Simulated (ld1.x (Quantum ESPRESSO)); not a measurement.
boron (B): excitation energies, all-electron against TM

| Property | Result |
| --- | --- |
| Element | B |
| Generator | ld1.x (Quantum ESPRESSO) 7.5 |
| Type | norm-conserving Troullier–Martins (Kleinman–Bylander form) |
| Functional | Wu–Cohen |
| Relativity | scalar-relativistic |
| Frozen core | [He] |
| Valence charge | 3 |
| Reference configuration | 2s2 2p0 (charge +1) |
| Partial waves | 2s (bound): rc 1.40 bohr; 2p (bound, empty): rc 3.40 bohr; 3d channel at -0.2 Ry: rc 3.70 bohr |
| Local potential | the d channel |
| Core correction | none |

Energies are relative to the spin-unpolarised reference configuration 2s2 2p0; without spin polarisation the order of configurations can differ from experiment. The frozen-core shift is the all-electron ΔE with the core orbitals held at their reference shape minus the fully relaxed ΔE.

(1) Give the all-electron excitation energy and the error of the potential for: 2s2 2p1; 2s1 2p0; 2s2 2p0.5; 2s1 2p1; 2s2 2p1.3; 2s1 2p2; 2s0 2p3.

Levels in the configuration 2s2 2p1:

| level | all-electron (eV) | pseudo (eV) |
| --- | --- | --- |
| 2s | -9.378 | -9.424 |
| 2p | -3.551 | -3.678 |

Results:

(1)

```csv
valence configuration,charge,ΔE all-electron (eV),error AE − PS (meV),frozen-core shift (meV)
2s2 2p1,0,-8.147,+115,+0.6
2s1 2p0,+2,25.305,+30,+4.7
2s2 2p0.5,+0.5,-5.290,+43,+0.3
2s1 2p1,+1,6.146,-15,+0.4
2s2 2p1.3,-0.3,-8.869,+146,+0.7
2s1 2p2,0,-2.309,+183,+0.7
2s0 2p3,0,3.542,+223,+1.5
```
